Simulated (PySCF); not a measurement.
The numbers are results of PBE-D3(BJ)/def2-TZVP // PBE0-D4/def2-TZVP in PySCF, not measurements. Isolated molecules, 0 K electronic values unless said otherwise. One relaxed conformer stands for a flexible species; it need not be the lowest. Delta-SCF ions had no search for a lower state. Excitations are Tamm–Dancoff values on a coarser integration grid. The basis has no diffuse functions, so Rydberg states are missing or too high.

Reference species (SMILES): `[SiH2](Cl)CC#N` (neutral, multiplicity 1).

```json
{
  "vertical ionisation energy (Delta-SCF)": "10.59 eV",
  "LUMO": "-1.27 eV",
  "T1 excitation (TDA)": "6.02 eV"
}
```

Changed species: `C(C)(C)[SiH2]Cl` (C–C–Si–Cl torsion 177°) (X = isopropyl; the reference has X = cyanomethyl).

Give the shifts of the vertical ionisation energy (Delta-SCF), LUMO and T1 excitation (TDA).

the vertical ionisation energy (Delta-SCF) decreases by 0.91 eV, to 9.68 eV; the LUMO goes up by 0.79 eV, to -0.48 eV; the T1 excitation (TDA) increases by 0.23 eV, to 6.25 eV.
